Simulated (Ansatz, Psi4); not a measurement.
The Psi4 input:
```
memory 2 GB

molecule mol {
0 3
C    -0.235800    1.252900   -1.287700
Si   -0.182500    0.083400    0.219000
C    -0.982800   -1.592900   -0.170400
C     1.627500   -0.118800    0.787700
O    -1.110300    0.667100    1.437700
H     0.320500    0.851600   -2.127900
H     0.187200    2.226500   -1.054300
H    -1.257900    1.412600   -1.619100
H    -0.969100   -2.240400    0.700200
H    -0.464700   -2.105300   -0.974200
H    -2.018600   -1.467900   -0.468700
H     2.244300   -0.564600    0.014800
H     2.074900    0.837000    1.048100
H     1.690000   -0.757400    1.664200
H    -0.922700    1.516300    1.830600
}

set {
  basis sto-3g
  reference uhf
  freeze_core true
  mp2_type conv
  scf_type pk
  puream true
  d_convergence 1e-8
}

energy('ccsd(t)')
print_variables()
```

Task: Convert this to an input for Ansatz (a quantum-chemistry and plane-wave program).

Result: One answer among several that fit: 
Ansatz 0.2 input:
```yaml
crystal:
  periodic: [false, false, false]
  atoms:
    - {symbol: C, position_ang: [-0.23580000, 1.25290000, -1.28770000]}
    - {symbol: Si, position_ang: [-0.18250000, 0.08340000, 0.21900000]}
    - {symbol: C, position_ang: [-0.98280000, -1.59290000, -0.17040000]}
    - {symbol: C, position_ang: [1.62750000, -0.11880000, 0.78770000]}
    - {symbol: O, position_ang: [-1.11030000, 0.66710000, 1.43770000]}
    - {symbol: H, position_ang: [0.32050000, 0.85160000, -2.12790000]}
    - {symbol: H, position_ang: [0.18720000, 2.22650000, -1.05430000]}
    - {symbol: H, position_ang: [-1.25790000, 1.41260000, -1.61910000]}
    - {symbol: H, position_ang: [-0.96910000, -2.24040000, 0.70020000]}
    - {symbol: H, position_ang: [-0.46470000, -2.10530000, -0.97420000]}
    - {symbol: H, position_ang: [-2.01860000, -1.46790000, -0.46870000]}
    - {symbol: H, position_ang: [2.24430000, -0.56460000, 0.01480000]}
    - {symbol: H, position_ang: [2.07490000, 0.83700000, 1.04810000]}
    - {symbol: H, position_ang: [1.69000000, -0.75740000, 1.66420000]}
    - {symbol: H, position_ang: [-0.92270000, 1.51630000, 1.83060000]}
basis:
  gaussian:
    orbitals: STO-3G
magnetization: {spin_polarized: true, initial_magnetization: 2}
correlation: {method: ccsd_t, electrons: outside_noble_gas}
accuracy: high
```

Both were run: Psi4 gave -477.502894 Eh and Ansatz -477.502894 Eh, 0.000 mEh apart.
